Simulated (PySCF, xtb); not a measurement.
C₂H₈O₂Si, SMILES C[C@H](O)[SiH2]O. Other conformers were not sampled.

Harmonic wavenumbers (cm⁻¹) from GFN2-xTB in xtb at its own minimum, in rising order: 52, 142, 217, 239, 283, 290, 344, 418, 536, 600, 671, 723, 783, 831, 911, 937, 1000, 1074, 1093, 1193, 1275, 1340, 1407, 1495, 1503, 2216, 2325, 2931, 3007, 3015, 3046, 3553, 3635.

**Question.** What does PBE0-D3(BJ)/def2-SVP (PySCF) give at its own minimum? (Estimate from the structure and the level; the computed values follow.)

**Answer.** 68, 156, 233, 284, 289, 344, 419, 483, 573, 702, 732, 837, 892, 920, 963, 971, 999, 1088, 1120, 1239, 1285, 1378, 1402, 1456, 1472, 2188, 2249, 3040, 3074, 3130, 3149, 3842, 3851. Paired by order, the mean absolute difference is 64 cm⁻¹ and the zero-point energies are 61.6 and 64.1 kcal/mol.
